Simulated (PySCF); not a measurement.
**Pt(2+) (platinum, charge +2) across methods**

[Xe] 4f14 5d7 6s1, high-spin 5F determinant (an excited configuration). Computed with PySCF 2.14 in aug-cc-pwCVTZ-PP with ECP60MDF (8s8p7d4f3g, 122 functions), with a scalar-relativistic core potential.

| method | E (hartree) | mean ε 5d α (eV) | mean ε 5d β (eV) | mean ε 6s α (eV) | Σ⟨r²⟩ (bohr²) | ⟨S²⟩ |
| --- | --- | --- | --- | --- | --- | --- |
| r2SCAN | -118.2989 | -30.138 | -27.474 | -24.519 | 35.71 | 6.002 |
| UHF | -117.52823 | -36.290 | -33.253 | -26.918 | 35.89 | 6.004 |
| revPBE | -118.3264 | -29.491 | -27.278 | -24.125 | 35.86 | 6.001 |
| PBE | -118.2708 | -29.526 | -27.299 | -24.209 | 35.91 | 6.001 |
| PBEsol | -118.1077 | -29.499 | -27.197 | -24.304 | 35.93 | 6.001 |
| PBE0 | -118.2428 | -31.443 | -29.050 | -25.068 | 35.81 | 6.001 |
| HSE06 | -118.2400 | -31.012 | -28.639 | -24.663 | 35.83 | 6.001 |
| LDA | -118.0135 | -29.601 | -27.325 | -24.531 | 36.06 | 6.000 |

Energies and moments cover only the electrons outside the core potential. Spin-orbit coupling, absent here, splits the open shell strongly.
